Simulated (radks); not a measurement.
Results of a calculation; reference values are marked as such.
Species: the calcium ion Ca+. Configuration: [Ar] 5s1 (not the ground configuration).

Level of theory: scalar-relativistic Kohn-Sham, PBE, spin-polarised, spherical densities, finite nucleus; open shells are filled with parallel spins first; Fermi nuclear charge, rms radius 3.4776 fm (a radial shooting solver on a logarithmic mesh with Libxc functionals).

Energy parts (eV):
| part | energy |
|---|---|
| total | -18500.281 |
| kinetic | 18626.540 |
| electron-nucleus | -43742.216 |
| Hartree | 7588.291 |
| exchange-correlation | -972.896 |

Orbitals (lengths in bohr, moments of r in powers of bohr; <r^-3> diverges for s and p1/2; r(max) is where P^2 peaks; r(90%) holds 90 % of the orbital's charge):
orbital  occ.  eigenvalue (eV)   r(max)  <r^-3>   <1/r>  r(90%)
1s up       1        -3960.446  0.05028       -   19.74   0.137
1s down     1        -3960.436  0.05028       -   19.74   0.137
2s up       1        -425.3447   0.2999       -   4.047   0.567
2s down     1        -425.3345   0.2999       -   4.047   0.567
2p up       3        -345.7192   0.2466   187.0   3.949   0.541
2p down     3        -345.7094   0.2466   187.0   3.949   0.541
3s up       1         -57.8402   0.9931       -   1.212    1.73
3s down     1         -57.8031   0.9931       -   1.212    1.73
3p up       3         -38.6863    1.047   19.80   1.083    1.94
3p down     3         -38.6408    1.047   19.83   1.084    1.94
5s up       1          -4.6731    7.246       -  0.1794    10.2

The highest occupied level is 5s up at -4.673 eV. The electron density at the nucleus is 6190 e/bohr^3 (large components only).
